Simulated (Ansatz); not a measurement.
C6H15Sb, triplet, at the geometry of the source list (a higher spin typed on purpose: for a closed-shell molecule this is an excited state) (all electrons, no relativity). Base run: Ansatz (a quantum-chemistry and plane-wave program) with B3LYP/STO-3G.

Ansatz was given this input:
Ansatz 0.2 input:
```yaml
crystal:
  periodic: [false, false, false]
  atoms:
    - {symbol: Sb, position_ang: [0.22660000, -0.24530000, 1.54180000]}
    - {symbol: C, position_ang: [1.65530000, 0.97220000, 0.37820000]}
    - {symbol: C, position_ang: [1.11500000, 1.62080000, -0.87920000]}
    - {symbol: H, position_ang: [2.48960000, 0.31090000, 0.14110000]}
    - {symbol: H, position_ang: [2.02750000, 1.73830000, 1.05860000]}
    - {symbol: H, position_ang: [0.30990000, 2.31470000, -0.64430000]}
    - {symbol: H, position_ang: [0.73720000, 0.87770000, -1.57800000]}
    - {symbol: H, position_ang: [1.90460000, 2.17990000, -1.38180000]}
    - {symbol: C, position_ang: [-1.59250000, 0.16490000, 0.38280000]}
    - {symbol: C, position_ang: [-2.34730000, 1.37390000, 0.90020000]}
    - {symbol: H, position_ang: [-2.21400000, -0.72810000, 0.45650000]}
    - {symbol: H, position_ang: [-1.31980000, 0.30780000, -0.66120000]}
    - {symbol: H, position_ang: [-1.73380000, 2.27330000, 0.84060000]}
    - {symbol: H, position_ang: [-2.64180000, 1.23470000, 1.94100000]}
    - {symbol: H, position_ang: [-3.24920000, 1.54160000, 0.31030000]}
    - {symbol: C, position_ang: [0.67430000, -2.14650000, 0.52520000]}
    - {symbol: C, position_ang: [0.58930000, -2.11770000, -0.98640000]}
    - {symbol: H, position_ang: [-0.01910000, -2.88400000, 0.92930000]}
    - {symbol: H, position_ang: [1.67760000, -2.43180000, 0.84110000]}
    - {symbol: H, position_ang: [1.30300000, -1.41000000, -1.40390000]}
    - {symbol: H, position_ang: [-0.41090000, -1.84410000, -1.31650000]}
    - {symbol: H, position_ang: [0.81850000, -3.10320000, -1.39550000]}
basis:
  gaussian:
    orbitals: STO-3G
hamiltonian:
  xc: b3lyp
magnetization: {spin_polarized: true, initial_magnetization: 2}
```

Each row names what was changed in the base input (with any setting that the change needs).

| change | ΔE vs base (mEh) |
|---|---|
| base | 0.000 |
| final_grid = 4, 8, 17 | 0.470 |
| lower_state_search = light | 0.000 |
| final_grid = 6, 12, 29 | 0.002 |
| nuclear_model = gaussian | 52.321 |
| point_charge = charge:1.0 position_ang:-1.872, 6.2987, 0.714 | -1.203 |
| lower_state_search = full | 0.000 |
| final_grid = 14, 28, 59 | 0.000 |
| point_charge = charge:-1.0 position_ang:2.8782, 4.5564, -3.8267 | -1.659 |
| accuracy = high | -0.006 |
| final_grid = 10, 20, 41 | 0.000 |
